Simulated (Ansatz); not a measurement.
Input file for Ansatz (an electronic-structure program): U-wB97X-V/def2-TZVPP on ZrF, 2S+1 = 4, a spin state set in the input, which need not be the lowest, a point of a bond scan (R = 1.894 Å). Elements past Kr take the def2 small-core potentials; no spin–orbit coupling.

Ansatz 0.2 input:
```yaml
crystal:
  periodic: [false, false, false]
  atoms:
    - {symbol: Zr, position_ang: [0.00000000, 0.00000000, 0.00000000]}
    - {symbol: F, position_ang: [0.00000000, 0.00000000, 1.89372200]}
basis:
  gaussian:
    orbitals: def2-TZVPP
    pivot_positions_ang: [[0.00000000, 0.00000000, 0.00000000], [0.00000000, 0.00000000, 1.89372200]]
hamiltonian:
  xc: {name: wB97X-V}
magnetization: {spin_polarized: true, initial_magnetization: 3}
output: {forces: true, orbitals: {seedname: ./end}}
```

It printed:

```
WARN ansatz: RAYON_NUM_THREADS=1 ignored (pool sized by the plan → 1); use --threads N
Functional definition: wB97X-V
integrals: 0.04 GiB planned
499 factors; their error is unknown
integrals: 0.07 GiB planned
139 factors; integrals over basis functions are off by at most 1.6e-5 eV
mean field: 0.42 GiB planned
mean field evaluation 1: about -3992.8096 eV, gradient 2.5e1 eV
mean field evaluation 2: about -3991.3614 eV, gradient 3.7e1 eV
mean field evaluation 4: about -3995.1641 eV, gradient 1.0e0 eV
mean field evaluation 8: about -3995.1815 eV, gradient 2.7e-2 eV
mean field evaluation 16: about -3995.2047 eV, gradient 4.9e-4 eV
mean field evaluation 32: about -3995.2483 eV, gradient 8.9e-4 eV
mean field -3995.24826189 eV, -146.8226655480 hartree, gradient 2.5e-5 eV, S^2 3.752073; 7 other end points of the search recorded, 0 dependent functions left out
the calculation of the forces begins
reference -3995.24826319 eV, -146.8226655957 hartree; 12, 9 occupied and 75, 78 virtual orbitals, 499 factors
Total energy: -3995.24826319 eV, -146.8226655957 hartree
Atom 0 at     0.000000     0.000000     0.000000 Å, force     0.000000     0.000000    -0.234565 eV/Å
Atom 1 at     0.000000     0.000000     1.893722 Å, force    -0.000000    -0.000000     0.234565 eV/Å
Dipole moment:    -0.000003    -0.000000    -0.550757 e Å
```

Self-consistency was reached.

Cost: very roughly 40 core-seconds.
